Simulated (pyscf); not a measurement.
Concerted two-bond exchange: O=SiH–OH (SMILES O=[SiH]O) -> O=SiH–OH (SMILES O=[SiH]O)

Gas phase, singlet surface, charge 0. Bonds broken: Si2–H5, O3–H4. Bonds formed: Si2–H4, O3–H5. Structures and frequencies: ωB97X-D3(BJ)/def2-SVP in PySCF. MP2 and CC: frozen core, UHF for open shells. ΔMP2 is the change of the MP2 total energy from the triple- to the quadruple-zeta basis.

Transition state (Å):

```xyz
5

O      0.0163     0.3800     1.3467
Si    -0.9211    -0.2972     0.3709
O     -1.8943    -0.9999    -0.6420
H     -2.4417     0.3800    -0.0126
H     -0.4986    -1.7680    -0.3890
```

One imaginary mode, 1678i cm⁻¹; descent along it reached the two sides named.

| bond | change | reactant side (Å) | saddle | product side |
|---|---|---|---|---|
| Si2–H5 | breaks | 1.473 | 1.709 | 2.243 |
| O3–H4 | breaks | 0.966 | 1.612 | 2.468 |
| Si2–H4 | forms | 2.243 | 1.708 | 1.473 |
| O3–H5 | forms | 2.469 | 1.613 | 0.966 |

Electronic energies relative to the reactant's lowest minimum found (kJ/mol):

| level | barrier | reaction energy | reverse barrier |
|---|---|---|---|
| ωB97X-D3(BJ)/def2-TZVP | 544.4 | 0.0 | 544.4 |
| PBE/def2-TZVP | 449.9 | 0.0 | 449.9 |
| r²SCAN/def2-TZVP | 486.1 | 0.0 | 486.1 |
| B3LYP-D3(BJ)/def2-TZVP | 506.3 | 0.0 | 506.3 |
| PBE0-D3(BJ)/def2-TZVP | 512.5 | 0.0 | 512.5 |
| M06-2X/def2-TZVP | 547.5 | 0.0 | 547.5 |
| ωB97M-D3(BJ)/def2-TZVP | 526.6 | 0.0 | 526.6 |
| HF/def2-TZVP | 662.1 | 0.0 | 662.1 |
| MP2/def2-QZVPP | 551.6 | 0.0 | 551.6 |
| CCSD/def2-TZVPP | 551.8 | 0.0 | 551.8 |
| CCSD(T)/def2-TZVPP | 516.2 | 0.0 | 516.2 |
| CCSD(T)/def2-TZVPP + ΔMP2(QZVPP) | 517.6 | 0.0 | 517.6 |

With CCSD(T)/def2-TZVPP + ΔMP2(QZVPP) energies and thermal terms (ideal gas, 1 atm, RRHO with modes under 100 cm⁻¹ raised to 100, one conformer, R ln 2 for chiral ones without a mode under 150 cm⁻¹), in kJ/mol:

```json
[
 {"T (K)": "298", "ΔH‡": "490.3", "ΔG‡": "490.4", "ΔH": "0.0", "ΔG": "0.0"},
 {"T (K)": "600", "ΔH‡": "491.0", "ΔG‡": "490.2", "ΔH": "0.0", "ΔG": "0.0"},
 {"T (K)": "900", "ΔH‡": "491.4", "ΔG‡": "489.7", "ΔH": "0.0", "ΔG": "0.0"},
 {"T (K)": "1200", "ΔH‡": "491.5", "ΔG‡": "489.1", "ΔH": "0.0", "ΔG": "0.0"}
]
```

The same reactants have a lower exit, to HO–Si:–OH [singlet] (barrier +230.5 kJ/mol at ωB97M-D3(BJ), against +526.6 kJ/mol here). O=SiH–OH lies 41.2 kJ/mol over its isomer HO–Si:–OH [singlet] (electronic energy, ωB97M-D3(BJ)). Another saddle between the same species, by other bonds, lies lower (180.9 kJ/mol against 526.6 kJ/mol at ωB97M-D3(BJ)). One closed-shell reference is unstable to symmetry breaking; treat the single-reference values with care. The CCSD(T) − MP2 part came from Ansatz, without density fitting, on the same reference. The largest closed-shell T1 diagnostic is 0.036, which may signal static correlation.
